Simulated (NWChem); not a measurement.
System: CH₆FNSi; SMILES NC[SiH2]F

NWChem input:

```
start job
memory heap 200 mb stack 900 mb global 1100 mb
geometry units angstroms noautosym nocenter noautoz
  N      0.081269     2.144085     0.000000
  C     -0.711694     0.915906     0.000000
  Si     0.412327    -0.590911     0.000000
  F     -0.405732    -2.002267     0.000000
  H      0.683687     2.202594     0.818846
  H      0.683687     2.202594    -0.818846
  H     -1.381554     0.912954    -0.876185
  H     -1.381554     0.912954     0.876185
  H      1.275403    -0.559434     1.218318
  H      1.275403    -0.559434    -1.218318
end
basis spherical
  * library 6-311g**
end
dft
  xc bhlyp
  iterations 150
end
tddft
  cis
  ecut -9.0
  nroots 6
  notriplet
end
task tddft energy
```

Excerpt of the output:

```
             Northwest Computational Chemistry Package (NWChem) 7.3.0
             --------------------------------------------------------

                             Geometry "geometry" -> ""
                             -------------------------

 Output coordinates in angstroms (scale by  1.889725989 to convert to a.u.)

  No.       Tag          Charge          X              Y              Z
 ---- ---------------- ---------- -------------- -------------- --------------
    1 N                    7.0000     0.08126900     2.14408500     0.00000000
    2 C                    6.0000    -0.71169400     0.91590600     0.00000000
    3 Si                  14.0000     0.41232700    -0.59091100     0.00000000
    4 F                    9.0000    -0.40573200    -2.00226700     0.00000000
    5 H                    1.0000     0.68368700     2.20259400     0.81884600
    6 H                    1.0000     0.68368700     2.20259400    -0.81884600
    7 H                    1.0000    -1.38155400     0.91295400    -0.87618500
    8 H                    1.0000    -1.38155400     0.91295400     0.87618500
    9 H                    1.0000     1.27540300    -0.55943400     1.21831800
   10 H                    1.0000     1.27540300    -0.55943400    -1.21831800

 Effective nuclear repulsion energy (a.u.)     173.2786441966

                                 NWChem DFT Module
                                 -----------------

 Summary of "ao basis" -> "ao basis" (spherical)
 ------------------------------------------------------------------------------
       Tag                 Description            Shells   Functions and Types
 ---------------- ------------------------------  ------  ---------------------
 N                          6-311g**                 8       18   4s3p1d
 C                          6-311g**                 8       18   4s3p1d
 Si                         6-311g**                12       26   6s5p1d
 F                          6-311g**                 8       18   4s3p1d
 H                          6-311g**                 4        6   3s1p

            General Information
            -------------------
          SCF calculation type: DFT
          Wavefunction type:  closed shell.
          No. of atoms     :    10
          No. of electrons :    42
           Alpha electrons :    21
            Beta electrons :    21
          Charge           :     0
          Spin multiplicity:     1
          Use of symmetry is: off; symmetry adaption is: off
          Maximum number of iterations: 150
          AO basis - number of functions:   116
                     number of shells:    60
          Convergence on energy requested:  1.00D-06
          Convergence on density requested:  1.00D-05
          Convergence on gradient requested:  5.00D-04

              XC Information
              --------------
                        BHLYP Method XC Functional
                     Hartree-Fock (Exact) Exchange  0.500
                        Slater Exchange Functional  0.500 local
                    Becke 1988 Exchange Functional  0.500 non-local
              Lee-Yang-Parr Correlation Functional  1.000

             Grid Information
             ----------------
          Grid used for XC integration:  medium
          Radial quadrature: Mura-Knowles
          Angular quadrature: Lebedev.
          Tag              B.-S. Rad. Rad. Pts. Rad. Cut. Ang. Pts.
          ---              ---------- --------- --------- ---------
          N                   0.65       49          10.0       434
          C                   0.70       49           9.0       434
          Si                  1.10       88          10.0       590
          F                   0.50       49          11.0       434
          H                   0.35       45          11.0       434
          Grid pruning is: on
          Number of quadrature shells:   505
          Spatial weights used:  Erf1

      Superposition of Atomic Density Guess
      -------------------------------------

 Sum of atomic energies:        -483.21595789

      Non-variational initial energy
      ------------------------------

 Total energy =    -484.862382
 1-e energy   =   -1011.111531
 2-e energy   =     352.970505
 HOMO         =      -0.279669
 LUMO         =       0.027966

   convergence    iter        energy       DeltaE   RMS-Dens  Diis-err
 ---------------- ----- ----------------- --------- --------- ---------
 d= 0,ls=0.0,diis     1   -485.7485134640 -6.59D+02  6.91D-03  7.25D-01
 d= 0,ls=0.0,diis     2   -485.7780376382 -2.95D-02  3.11D-03  4.67D-01
 d= 0,ls=0.0,diis     3   -485.8118834498 -3.38D-02  6.42D-04  3.45D-02
 d= 0,ls=0.0,diis     4   -485.8142087617 -2.33D-03  1.63D-04  4.92D-04
 d= 0,ls=0.0,diis     5   -485.8142570250 -4.83D-05  4.46D-05  7.93D-05
  Resetting Diis
 d= 0,ls=0.0,diis     6   -485.8142647064 -7.68D-06  1.47D-05  7.81D-06
 d= 0,ls=0.0,diis     7   -485.8142656512 -9.45D-07  5.66D-06  1.94D-07

         Total DFT energy =     -485.814265651156
      One electron energy =    -1014.797332711923
           Coulomb energy =      401.705560312715
    Exchange-Corr. energy =      -46.001137448529
 Nuclear repulsion energy =      173.278644196581

 Numeric. integr. density =       41.999992197051

                       DFT Final Molecular Orbital Analysis
                       ------------------------------------

 Vector   19  Occ=2.000000D+00  E=-4.285856D-01
              MO Center=  1.8D-01,  3.8D-01,  7.4D-08, r^2= 3.5D+00
   Bfn.  Coefficient  Atom+Function         Bfn.  Coefficient  Atom+Function
  ----- ------------  ---------------      ----- ------------  ---------------
    25      0.161570   2 C  px               52     -0.156593   3 Si px
    73      0.152355   4 F  px              106     -0.144560   9 H  s
   112     -0.144560  10 H  s                69      0.143545   4 F  px
    26     -0.136560   2 C  py                7      0.135213   1 N  px
    12     -0.135721   1 N  py               29      0.134784   2 C  px

 Vector   20  Occ=2.000000D+00  E=-3.987548D-01
              MO Center=  7.9D-01, -5.3D-01, -9.8D-08, r^2= 2.8D+00
   Bfn.  Coefficient  Atom+Function         Bfn.  Coefficient  Atom+Function
  ----- ------------  ---------------      ----- ------------  ---------------
   106      0.244187   9 H  s               112     -0.244187  10 H  s
   107      0.227545   9 H  s               113     -0.227545  10 H  s
    54      0.222018   3 Si pz               75     -0.155897   4 F  pz
    71     -0.141338   4 F  pz               51      0.135797   3 Si pz
   105      0.135641   9 H  s               111     -0.135641  10 H  s

[...]

                                NWChem TDDFT Module
                                -------------------

            General Information
            -------------------
           No. of orbitals :     232
            Alpha orbitals :     116
             Beta orbitals :     116
        Alpha frozen cores :       0
         Beta frozen cores :       0
     Alpha frozen virtuals :       0
      Beta frozen virtuals :       0
         Spin multiplicity :       1
    Number of AO functions :     116
        Use of symmetry is : off
      Symmetry adaption is : off
         Schwarz screening :  0.10D-07

              XC Information
              --------------
                 BHLYP Method XC Functional
              Hartree-Fock (Exact) Exchange   0.50
                 Slater Exchange Functional   0.50 local
             Becke 1988 Exchange Functional   0.50 non-local
       Lee-Yang-Parr Correlation Functional   1.00

             TDDFT Information
             -----------------
          Calculation type : Tamm-Dancoff TDDFT
         Wavefunction type : Restricted singlets
          No. of electrons :      42
           Alpha electrons :      21
            Beta electrons :      21
              No. of roots :       6
          Max subspacesize :    5200
            Max iterations :     100
               Target root :       1
           Target symmetry : none
             Energy Cutoff :-0.90D+01
      Symmetry restriction : off
                 Algorithm : Optimal
        Davidson threshold :  0.10D-03

    6 smallest eigenvalue differences (eV)
--------------------------------------------------------
  No. Spin  Occ  Vir  Irrep   E(Occ)    E(Vir)   E(Diff)
--------------------------------------------------------
    1    1    4   22 a       -10.607     0.037   289.647
    2    1    4   23 a       -10.607     0.066   290.424
    3    1    4   24 a       -10.607     0.099   291.328
    4    1    4   25 a       -10.607     0.110   291.640
    5    1    4   26 a       -10.607     0.124   292.005
    6    1    4   27 a       -10.607     0.125   292.045
--------------------------------------------------------

  Entering Davidson iterations
  Restricted singlet excited states

  Iter   NTrls   NConv    DeltaV     DeltaE      Time
  ----  ------  ------  ---------  ---------  ---------
    1      6       0     0.85E-01   0.10+100       12.4
    2     12       0     0.53E-01   0.38E-01       12.4
    3     18       0     0.29E-01   0.17E-01       12.4
    4     24       0     0.38E-02   0.86E-03       12.4
    5     30       1     0.47E-03   0.47E-05       12.4
    6     35       6     0.43E-04   0.37E-07       11.8
  ----  ------  ------  ---------  ---------  ---------
  Convergence criterion met

  Ground state a        -485.814265651156 a.u.

  ----------------------------------------------------------------------------
  Root   1 singlet a             10.514583424 a.u.              286.1165 eV
  ----------------------------------------------------------------------------
     Transition Moments    X  0.03110   Y  0.03128   Z -0.00000
     Dipole Oscillator Strength                    0.0136412731
     Electric Quadrupole                           0.0000541577
     Magnetic Dipole                               0.0000905520
     Total Oscillator Strength                     0.0137859829

     Occ.    4  a   ---  Virt.   22  a       -0.83257
     Occ.    4  a   ---  Virt.   23  a        0.35682
     Occ.    4  a   ---  Virt.   24  a       -0.07292
     Occ.    4  a   ---  Virt.   26  a       -0.24520
     Occ.    4  a   ---  Virt.   28  a       -0.11053
     Occ.    4  a   ---  Virt.   31  a       -0.25316
     Occ.    4  a   ---  Virt.   32  a       -0.10538
     Occ.    4  a   ---  Virt.   33  a        0.07896
     Occ.    4  a   ---  Virt.   37  a       -0.05692
     Occ.    4  a   ---  Virt.   41  a        0.08594
     Occ.    4  a   ---  Virt.   42  a        0.05768
  ----------------------------------------------------------------------------
  Root   2 singlet a             10.532458563 a.u.              286.6029 eV
  ----------------------------------------------------------------------------
     Transition Moments    X  0.02242   Y  0.01409   Z -0.00000
     Dipole Oscillator Strength                    0.0049219904
     Electric Quadrupole                           0.0000222313
     Magnetic Dipole                               0.0000352176
     Total Oscillator Strength                     0.0049794393

     Occ.    4  a   ---  Virt.   22  a        0.42890
     Occ.    4  a   ---  Virt.   23  a        0.84025
     Occ.    4  a   ---  Virt.   24  a       -0.18035
     Occ.    4  a   ---  Virt.   26  a       -0.16168
     Occ.    4  a   ---  Virt.   28  a       -0.14936
     Occ.    4  a   ---  Virt.   31  a        0.10773
     Occ.    4  a   ---  Virt.   38  a       -0.06285
     Occ.    4  a   ---  Virt.   44  a        0.06272
  ----------------------------------------------------------------------------
  Root   3 singlet a             10.546419330 a.u.              286.9828 eV
  ----------------------------------------------------------------------------
     Transition Moments    X  0.00000   Y  0.00000   Z  0.07751
     Dipole Oscillator Strength                    0.0422387805
     Electric Quadrupole                           0.0001717885
     Magnetic Dipole                               0.0002922677
     Total Oscillator Strength                     0.0427028366

     Occ.    4  a   ---  Virt.   25  a        0.76974
     Occ.    4  a   ---  Virt.   27  a       -0.32481
     Occ.    4  a   ---  Virt.   29  a       -0.43536
     Occ.    4  a   ---  Virt.   30  a       -0.22303
     Occ.    4  a   ---  Virt.   34  a        0.07839
     Occ.    4  a   ---  Virt.   36  a       -0.08874
     Occ.    4  a   ---  Virt.   43  a        0.21320
  ----------------------------------------------------------------------------
  Root   4 singlet a             10.569286687 a.u.              287.6050 eV
  ----------------------------------------------------------------------------
     Transition Moments    X  0.06429   Y -0.05326   Z  0.00000
     Dipole Oscillator Strength                    0.0491083759
     Electric Quadrupole                           0.0002880902
     Magnetic Dipole                               0.0000158676
     Total Oscillator Strength                     0.0494123337

     Occ.    4  a   ---  Virt.   22  a        0.06234
     Occ.    4  a   ---  Virt.   24  a        0.55685
     Occ.    4  a   ---  Virt.   26  a       -0.09291
     Occ.    4  a   ---  Virt.   28  a       -0.65473
     Occ.    4  a   ---  Virt.   31  a       -0.19574
     Occ.    4  a   ---  Virt.   32  a        0.40424
     Occ.    4  a   ---  Virt.   40  a       -0.08651
     Occ.    4  a   ---  Virt.   41  a       -0.06589
     Occ.    4  a   ---  Virt.   42  a        0.10471
     Occ.    4  a   ---  Virt.   44  a        0.09097
     Occ.    4  a   ---  Virt.   49  a        0.08467
  ----------------------------------------------------------------------------
  Root   5 singlet a             10.603984827 a.u.              288.5492 eV
  ----------------------------------------------------------------------------
     Transition Moments    X  0.01189   Y -0.01238   Z  0.00000
     Dipole Oscillator Strength                    0.0020831292
     Electric Quadrupole                           0.0000113468
     Magnetic Dipole                               0.0000002246
     Total Oscillator Strength                     0.0020947007

     Occ.    4  a   ---  Virt.   22  a        0.07356
     Occ.    4  a   ---  Virt.   23  a       -0.33643
     Occ.    4  a   ---  Virt.   24  a       -0.71690
     Occ.    4  a   ---  Virt.   26  a       -0.27903
     Occ.    4  a   ---  Virt.   28  a       -0.52319
     Occ.    4  a   ---  Virt.   33  a       -0.06957
     Occ.    4  a   ---  Virt.   41  a       -0.05993
     Occ.    4  a   ---  Virt.   42  a        0.05447
  ----------------------------------------------------------------------------
  Root   6 singlet a             10.605677168 a.u.              288.5953 eV
  ----------------------------------------------------------------------------
     Transition Moments    X -0.00000   Y  0.00000   Z  0.01390
     Dipole Oscillator Strength                    0.0013669129
     Electric Quadrupole                           0.0000084182
     Magnetic Dipole                               0.0000097585
     Total Oscillator Strength                     0.0013850896

     Occ.    4  a   ---  Virt.   25  a        0.44595
     Occ.    4  a   ---  Virt.   27  a        0.84652
     Occ.    4  a   ---  Virt.   29  a        0.21150
     Occ.    4  a   ---  Virt.   30  a       -0.10471
     Occ.    4  a   ---  Virt.   34  a       -0.14154
     Occ.    4  a   ---  Virt.   36  a       -0.07434

              Target root =      1
          Target symmetry = none
      Ground state energy =   -485.814265651156
        Excitation energy =     10.514583423890
     Excited state energy =   -475.299682227266

  stored tddft:energy   -475.29968222726592
```

Level: BHandHLYP/6-311G** (spherical d), restricted-window TDA. The geometry was optimised at PBE0/def2-SVP. The quadrupole and magnetic terms of the printed total strengths depend on the origin.
